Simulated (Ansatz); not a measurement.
Input file for CH$_{5}$BO$_{2}$Si (`O=C([SiH3])BO`):

```yaml
crystal:
  periodic: [false, false, false]
  atoms:
    - {symbol: O, position_ang: [0.135581, 1.691729, 0.112575]}
    - {symbol: C, position_ang: [0.045016, 0.475920, 0.027858]}
    - {symbol: Si, position_ang: [-0.091002, -0.612432, 1.613561]}
    - {symbol: B, position_ang: [0.048764, -0.116729, -1.489226]}
    - {symbol: O, position_ang: [0.150825, 0.817260, -2.436823]}
    - {symbol: H, position_ang: [-0.058467, 0.233380, 2.830071]}
    - {symbol: H, position_ang: [1.041090, -1.577498, 1.603808]}
    - {symbol: H, position_ang: [-1.362438, -1.380496, 1.531320]}
    - {symbol: H, position_ang: [-0.029871, -1.271713, -1.784507]}
    - {symbol: H, position_ang: [0.203602, 1.689480, -2.005838]}
basis:
  gaussian: {orbitals: def2-TZVPP}
correlation: {method: ccsd_t}
```

```sh
$ ansatz run in.yaml --threads 4 --pin off --events-out ev --progress --plain --max-ram 10444MiB
```

The program prints (abridged):

```
Functional definition: HF
1425 factors; integrals over basis functions are off by at most 1.8e-3 eV
mean field evaluation 1: about -13716.3176 eV, gradient 4.4e1 eV
mean field evaluation 2: about -13716.5718 eV, gradient 4.5e1 eV
mean field evaluation 4: about -13720.9885 eV, gradient 4.9e0 eV
mean field evaluation 8: about -13721.0984 eV, gradient 5.5e-1 eV
mean field evaluation 16: about -13721.1007 eV, gradient 6.0e-6 eV
mean field -13721.10070492 eV, -504.2411504097 hartree, gradient 6.0e-6 eV, S^2 0.000000; 0 other end points of the search recorded, 0 dependent functions left out
9 core orbitals not correlated: weight in the atoms' cores, before any rotation towards them, 1.000 or more for the frozen orbitals, at most 0.000 for the correlated occupied ones
reference -13721.10070492 eV, -504.2411504097 hartree; 14, 14 occupied and 213, 213 virtual orbitals, 1425 factors
second order -22.97333820 eV of doubles, -0.00000000 eV of singles
cycle   1  -23.13021562 eV  change   -1.6e-1 eV  update   1.2e-1
cycle   2  -23.79152594 eV  change   -6.6e-1 eV  update   4.1e-2
cycle   3  -23.98056292 eV  change   -1.9e-1 eV  update   2.3e-2
cycle   4  -23.95870803 eV  change    2.2e-2 eV  update   6.2e-3
cycle   5  -23.95712060 eV  change    1.6e-3 eV  update   2.9e-3
cycle   6  -23.95866261 eV  change   -1.5e-3 eV  update   9.1e-4
cycle   7  -23.95811636 eV  change    5.5e-4 eV  update   3.7e-4
cycle   8  -23.95797529 eV  change    1.4e-4 eV  update   1.2e-4
cycle   9  -23.95802593 eV  change   -5.1e-5 eV  update   5.4e-5
cycle  10  -23.95802072 eV  change    5.2e-6 eV  update   1.9e-5
perturbative correction -0.98377371 eV, -0.0361530169 hartree
Total energy: -13746.04249935 eV, -505.1577444487 hartree
```

It took 76 s on 4 threads of an Arm Neoverse V2 on a shared host, with 4.4 GiB of host memory at the peak.

Correlation energy per correlated electron: -0.891 eV. T1 diagnostic: 0.0163.
